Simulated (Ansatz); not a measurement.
`[SiH3]COCS` + `[NH2][Al]([OH])[SH]` → `[NH2][Al]([SH])[O][SiH3]` + `COCS`  (ligand exchange at the Si–C bond)

Computed with Ansatz on PBE0-D4/def2-TZVP structures; ΔE is electronic, products minus reactants. CCSD(T)/CBS is the MP2 limit (def2-TZVPP, def2-QZVPP) plus CCSD(T) − MP2 in def2-TZVPP, frozen cores. This one scheme is used for every species. DFT in def2-TZVPP. One conformer a species, not always the lowest.

`[SiH3]COCS`:

Z-matrix (Å, degrees):
```
Si
C 1 1.886
H 1 1.485 2 110.5
H 1 1.488 2 108.0 3 -119.4
H 1 1.485 2 110.3 3 121.2
O 2 1.415 1 108.8 3 -59.9
H 2 1.101 1 110.1 3 61.3
H 2 1.099 1 109.9 3 178.9
C 6 1.390 2 114.2 1 -179.1
S 9 1.820 6 115.4 2 68.7
H 9 1.098 6 111.6 2 -50.3
H 9 1.089 6 107.0 2 -169.6
H 10 1.342 9 96.0 6 69.0
```

`[NH2][Al]([OH])[SH]`:

```xyz
8

N    -0.425   -1.028   -1.102
Al   -0.017    0.150    0.141
O     1.549    0.380    0.742
S    -1.588    1.402    0.983
H     0.223   -1.652   -1.554
H    -1.354   -1.168   -1.464
H     2.322   -0.103    0.459
H    -0.711    2.018    1.795
```

`[NH2][Al]([SH])[O][SiH3]`:

Z-matrix (Å, degrees):
```
Si
O 1 1.623
H 1 1.486 2 110.1
H 1 1.487 2 110.1 3 120.1
H 1 1.490 2 110.6 3 -120.0
Al 2 1.682 1 159.2 3 120.6
S 6 2.179 2 120.2 1 -0.7
N 6 1.754 2 119.8 1 179.3
H 7 1.344 6 92.2 2 0.0
H 8 1.006 6 125.0 2 -180.0
H 8 1.006 6 124.3 2 0.0
```

`COCS`:

```xyz
10

C     0.479   -0.911   -0.948
O     0.562    0.434   -0.542
C    -0.499    0.851    0.246
S    -0.570    0.131    1.920
H    -0.433   -1.090   -1.533
H     0.487   -1.587   -0.086
H     1.349   -1.110   -1.573
H    -0.428    1.934    0.330
H    -1.467    0.589   -0.201
H     0.520    0.759    2.388
```

| level | ΔE (kJ/mol) |
| --- | --- |
| r2SCAN-D4 | -127.4 |
| ωB97X-V | -126.8 |
| ωB97M-V | -125.8 |
| r2SCAN | -127.5 |
| SCS-MP2/def2-TZVPP | -135.4 |
| CCSD(T)/def2-TZVPP | -129.1 |
| HF/def2-QZVPP | -154.8 |
| MP2/def2-QZVPP | -130.6 |

Question: What does CCSD(T)/CBS give? (An estimate is asked.)

Answer: Computed: -127.7 kJ/mol. The listed levels differ from it by 0.3, 0.9, 1.9, 0.2, -7.7, -1.4, -27.1, -2.9 kJ/mol.

Largest T1 diagnostic among the species: 0.012.

In def2-TZVPP, CCSD(T) changes the Hartree–Fock value by +23.9 kJ/mol (the triples alone add +3.3 kJ/mol) and MP2 by +22.2 kJ/mol. From PBE to PBE0 (25 % exact exchange), in def2-TZVPP and without D4, ΔE moves by −7.3 kJ/mol.

CCSD(T)/CBS has its own doubt, a few kJ/mol and more with outer-core shells, so smaller differences from it don't rank the levels.
